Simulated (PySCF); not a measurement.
Record of a relaxation.

[RuNCl4]- (charge -1 and singlet state).
Bonds: Ru1–N2, Ru1–Cl3, Ru1–Cl4, Ru1–Cl5, Ru1–Cl6.

Method: PBE0-D3(BJ)/def2-SVP geometry optimisation, gas phase, def2 core potentials past Kr in PySCF; density fitting, grid level 1; the optimiser is geomeTRIC in internal coordinates, started from a GFN2-xTB structure with every atom displaced at random (about 0.03 Å). The frame can shift and turn from step to step; on so coarse a grid that alone can change the energy by a few meV, and forces under 0.02 eV/Å are noise.

Step 0: E = -54133.2170 eV, largest atomic force 5.555 eV/Å
```
atom  x, y, z in Å  |  force x, y, z in eV/Å
Ru1     0.062   -0.077    0.161   -2.948   2.724   3.841
N2     -0.013   -0.020    1.786    0.428  -0.365  -3.329
Cl3     2.141   -0.004   -0.516    2.232  -0.299  -0.463
Cl4     0.098    2.211   -0.488   -0.165  -0.285   0.173
Cl5    -2.213   -0.019   -0.512    0.311  -0.022   0.130
Cl6    -0.012   -2.187   -0.500    0.142  -1.752  -0.352
```

Step 1: E = -54133.6325 eV, largest atomic force 1.130 eV/Å
```
atom  x, y, z in Å  |  force x, y, z in eV/Å
Ru1     0.008   -0.022    0.151   -0.221   0.398  -1.035
N2      0.054   -0.030    1.703   -0.190   0.014   0.906
Cl3     2.241   -0.047   -0.428    0.350   0.041  -0.126
Cl4     0.017    2.238   -0.501    0.012  -0.197   0.127
Cl5    -2.247    0.002   -0.490    0.073  -0.009   0.129
Cl6    -0.010   -2.238   -0.504   -0.025  -0.247  -0.003
```

Step 2: E = -54133.6561 eV, largest atomic force 0.210 eV/Å
```
atom  x, y, z in Å  |  force x, y, z in eV/Å
Ru1     0.015   -0.020    0.143   -0.093   0.087   0.049
N2      0.003   -0.011    1.710    0.030  -0.055  -0.201
Cl3     2.265   -0.033   -0.472   -0.011   0.004   0.043
Cl4     0.018    2.228   -0.473    0.038   0.005   0.021
Cl5    -2.233    0.001   -0.484    0.016  -0.027   0.039
Cl6    -0.004   -2.262   -0.494    0.020  -0.014   0.050
```

Step 3: E = -54133.6588 eV, largest atomic force 0.061 eV/Å
```
atom  x, y, z in Å  |  force x, y, z in eV/Å
Ru1     0.009   -0.016    0.136    0.032  -0.007  -0.015
N2      0.007   -0.017    1.701   -0.011  -0.016  -0.058
Cl3     2.264   -0.027   -0.463   -0.005   0.005   0.017
Cl4     0.021    2.232   -0.474   -0.002   0.023   0.011
Cl5    -2.239   -0.006   -0.479   -0.013  -0.001   0.018
Cl6     0.001   -2.262   -0.490    0.000  -0.004   0.028
```

Step 4: E = -54133.6597 eV, largest atomic force 0.068 eV/Å
```
atom  x, y, z in Å  |  force x, y, z in eV/Å
Ru1     0.009   -0.016    0.130    0.034  -0.010  -0.059
N2      0.005   -0.019    1.694   -0.008  -0.006   0.037
Cl3     2.266   -0.022   -0.460   -0.008   0.001   0.005
Cl4     0.019    2.236   -0.471   -0.007   0.010   0.004
Cl5    -2.242   -0.010   -0.477   -0.010   0.003   0.003
Cl6     0.005   -2.265   -0.485    0.000   0.001   0.011
```

Step 5: E = -54133.6599 eV, largest atomic force under 0.02 eV/Å
```
atom  x, y, z in Å  |  force x, y, z in eV/Å
Ru1     0.010   -0.016    0.127    0.012  -0.004   0.000
N2      0.005   -0.021    1.692   -0.004   0.002  -0.002
Cl3     2.268   -0.019   -0.459   -0.005   0.001  -0.001
Cl4     0.017    2.238   -0.470   -0.003  -0.002   0.003
Cl5    -2.243   -0.011   -0.477    0.000   0.002  -0.002
Cl6     0.008   -2.267   -0.482    0.000   0.001   0.001
```

**Question.** Summarise the path.

**Answer.** The energy falls by 0.4429 eV from step 0 to step 5; nine tenths of that is first reached at step 1. It falls at every step. The largest force goes from 5.555 to under 0.02 eV/Å. Among the bonds Ru1–Cl3 changes most, from 2.188 to 2.333 Å; the atoms move by 0.092 Å rms after alignment.

What follows is the cost of the whole optimisation. Time: 49 s of wall time; peak memory 0.48 GiB. Hardware: one thread, Arm Neoverse V1 (aarch64), shared host with 32 logical CPUs at a one-minute load of 14.
